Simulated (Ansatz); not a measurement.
C$_{5}$H$_{12}$Si, charge -1, quartet, at a GFN2-xTB geometry of the parent state (a state made from the parent by changing its charge; the spin is typed, not shown lowest) (a gas-phase anion, which may not be bound at this level); Ansatz (a quantum-chemistry and plane-wave program) with HF/6-31G*.

Here is a job for Ansatz.
Ansatz 0.2 input:
```yaml
crystal:
  periodic: [false, false, false]
  atoms:
    - {symbol: C, position_ang: [2.16003671, -0.84148380, 1.28348992]}
    - {symbol: C, position_ang: [1.48553002, 0.21229236, 0.65084664]}
    - {symbol: Si, position_ang: [-0.14889855, 0.14298310, -0.14429729]}
    - {symbol: C, position_ang: [-0.69079915, 1.88714466, -0.74397338]}
    - {symbol: C, position_ang: [-1.54961750, -0.52819582, 1.03218291]}
    - {symbol: C, position_ang: [-0.57164655, -0.99674437, -1.69937455]}
    - {symbol: H, position_ang: [3.15184816, -0.71769966, 1.69563799]}
    - {symbol: H, position_ang: [1.65710004, -1.76847569, 1.51246684]}
    - {symbol: H, position_ang: [2.09272032, 1.09805367, 0.46627116]}
    - {symbol: H, position_ang: [-1.69005540, 2.14042272, -0.39585800]}
    - {symbol: H, position_ang: [-0.69828317, 1.95522380, -1.82938107]}
    - {symbol: H, position_ang: [-0.01535944, 2.65221175, -0.37399035]}
    - {symbol: H, position_ang: [-1.69346264, 0.11056415, 1.90207867]}
    - {symbol: H, position_ang: [-2.51593616, -0.63584450, 0.53865174]}
    - {symbol: H, position_ang: [-1.26598848, -1.51058701, 1.40297596]}
    - {symbol: H, position_ang: [0.03198809, -0.73622798, -2.56926471]}
    - {symbol: H, position_ang: [-0.35240392, -2.03731939, -1.46279137]}
    - {symbol: H, position_ang: [-1.61860908, -0.95016349, -2.00566385]}
basis:
  gaussian:
    orbitals: 6-31G*
hamiltonian:
  xc: hf
total_charge: -1
magnetization: {spin_polarized: true, initial_magnetization: 3}
```

Question: Predict the main parts of the log of this Ansatz run.

Answer: 
```
Functional definition: HF
1263 factors; integrals over basis functions are off by at most 7.2e-4 eV
mean field evaluation 1: about -13191.1537 eV, gradient 2.1e1 eV
mean field evaluation 2: about -13191.2399 eV, gradient 2.1e1 eV
mean field evaluation 4: about -13195.8132 eV, gradient 3.9e0 eV
mean field evaluation 8: about -13196.5753 eV, gradient 4.0e-1 eV
mean field evaluation 16: about -13196.6000 eV, gradient 1.8e-5 eV
mean field evaluation 32: about -13196.0537 eV, gradient 7.4e-1 eV
mean field evaluation 64: about -13196.2068 eV, gradient 1.8e0 eV
mean field evaluation 96: about -13196.2227 eV, gradient 3.0e-1 eV
mean field evaluation 128: about -13194.9979 eV, gradient 5.5e0 eV
mean field evaluation 160: about -13191.5403 eV, gradient 7.8e0 eV
mean field evaluation 192: about -13176.6679 eV, gradient 3.0e1 eV
mean field -13196.59996649 eV, -484.9661037917 hartree, gradient 2.0e-5 eV, S^2 3.769760; 1 other end points of the search recorded, 0 dependent functions left out
reference -13196.59996649 eV, -484.9661037917 hartree; 30, 27 occupied and 88, 91 virtual orbitals, 1263 factors
Total energy: -13196.59996649 eV, -484.9661037917 hartree
```
